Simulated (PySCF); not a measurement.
A structure optimised at PBE-D3(BJ)/def2-SVP, used in a PySCF frequency run:

```
Re
O 1 1.7162
O 1 1.7162 2 108.77
O 1 1.7162 2 108.77 3 118.33
Br 1 2.4045 2 110.16 3 -120.84
```

Task: Write its SMILES, formula and point group.

Result: [O]=[Re](=[O])(=[O])[Br], BrO₃Re, C3v

Task: What are its rotational constants (standard atomic weights)?

Result: 4.0568, 1.1090, 1.1090 GHz
